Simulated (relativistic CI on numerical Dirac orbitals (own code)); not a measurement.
**What each ingredient does to the levels of Cd³²⁺**

Base calculation: Dirac-Coulomb-Breit CI, KLI orbitals optimised for each configuration, QED by a radiative potential, unscaled Slater integrals.

Configuration list (outside the closed core [Ne]): 3s2.3p4, 3s.3p5, 3s2.3p3.3d, 3p6, 3s.3p4.3d, 3p5.3d, 3s.3p3.3d2, 3s2.3p2.3d.4p, 3p5.4s, 3s.3p3.3d.4s, 3p5.4p, 3s2.3p3.4s, 3s2.3p2.3d2, 3s2.3p.3d3, 3s.3p2.3d3, 3s2.3p.3d2.4s, 3p4.3d2, 3p3.3d3, 3p3.3d2.4s, 3s2.3p2.3d.4s, 3s.3p2.3d2.4s, 3s2.3p.3d.4s2. Double excitations out of closed p, d and f shells are left out; levels of such configurations are missing from the list, as are those of other unlisted configurations, and high levels can miss mixing partners.

Variants: (1) P86 correlation estimate; (2) one mean potential for all configurations. Shifts of the energy above 3s2.3p4 3P_2, in cm⁻¹, for the lowest level and the first level of each name with at least 55 % of one term (blank where a level changes its place among those of its configuration and J or its character, or is not in the variant):

| Level | Base | Δ(1) | Δ(2) |
| --- | --- | --- | --- |
| 3s2.3p4 3P_2 | 0 | 0 | 0 |
| 3s2.3p4 3P_1 | 342069 | +10 | +94 |
| 3s2.3p4 1D_2 | 392882 | +14 | +65 |
| 3s2.3p3.3d 3D°_1 | 1332759 | +2369 | -119 |
| 3s2.3p3.3d 3D°_3 | 1454683 | +2393 | -131 |
| 3s2.3p3.3d 3G°_4 | 1459009 | +2386 | -122 |
| 3s2.3p3.3d 3F°_4 | 1523274 | +2390 | -130 |
| 3s2.3p3.3d 3G°_5 | 1542660 | +2385 | -136 |
| 3s.3p4.3d 5D_3 | 2075017 | +4133 | +487 |
| 3s.3p4.3d 5F_5 | 2200843 | +4132 | +512 |

At this charge energies of transitions that change n are usually good to better than 1 %, and those within a shell (Δn = 0) to a few per cent.

Ionisation energy from the two ground configurations alone: base 1999.83 eV; P86 correlation estimate 2001.66 eV. The NIST ASD value (semi-empirical) is 1998 eV.

LS names give the leading component of a level, which can be under half, so a name can repeat, a term be missing and a line seem to break the LS rules.
